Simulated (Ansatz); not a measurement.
Mulliken charges of `[NH2][In]([F])[SH]` from r2SCAN/def2-TZVPP in Ansatz (PBE0-D4/def2-TZVP geometry).

| atom | x (Å) | y (Å) | z (Å) | charge (e) |
| --- | --- | --- | --- | --- |
| N1 | 0.915 | 1.165 | 0.242 | -0.498 |
| In2 | 0.061 | -0.649 | 0.156 | 0.894 |
| F3 | 1.228 | -2.070 | 0.807 | -0.488 |
| S4 | -2.122 | -1.374 | -0.364 | -0.337 |
| H5 | 0.587 | 1.853 | -0.421 | 0.151 |
| H6 | 1.926 | 1.145 | 0.227 | 0.164 |
| H7 | -2.534 | -0.137 | -0.692 | 0.114 |

**Question.** By hand: the dipole of these point charges (1 e Å = 4.8032 D).

**Answer.** Σ q r = (-0.170, 0.765, -0.357) e Å, of length 0.861 e Å = 4.14 D.

**Question.** How does the dipole of the full density compare? (Best estimate.)

**Answer.** Computed: (-0.125, 0.660, -0.373) e Å, 3.69 D; the point charges give 1.12 times that, at 5° from its direction.

Point charges leave out the atoms' own dipoles, such as those of lone pairs, and Mulliken's split depends on the basis, so the close match here is no proof of good charges.
